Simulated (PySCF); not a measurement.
**SrSn⁺ at r²SCAN**

Computed with r²SCAN; PySCF, scalar-relativistic core potentials, basis sets Sr def2-SVP with ECP28, Sn def2-SVP with ECP28.

For SrSn⁺, the state is ⁴Σ⁻ (quartet), unpaired electrons σ ↑, π ↑↑. The bond length is 3.051 Å and the harmonic wavenumber is 157 cm⁻¹. The force constant is 0.739 mdyn/Å. The rotational constant Be is 0.03571 cm⁻¹, the anharmonicity ωexe is 0.357 cm⁻¹ and the vibration–rotation constant αe is 0.000108 cm⁻¹. The well depth De to Sr⁺ + Sn is 1.46 eV. The dissociation energy D0 is 1.45 eV. The bond order (Mayer) is 1.43 and the dipole moment (positive dipole points towards Sn; it is taken about the centre of mass and depends on that origin) is -10.53 D.

These are scalar-relativistic numbers at best; spin–orbit coupling would shift them, the dissociation energy most. For an ion De counts to the pair picked by the measured ionisation energies or electron affinities, which need not be the lowest pair at this level. The state is the lowest determinant that a PBE0 search found; another state may lie lower at other levels.
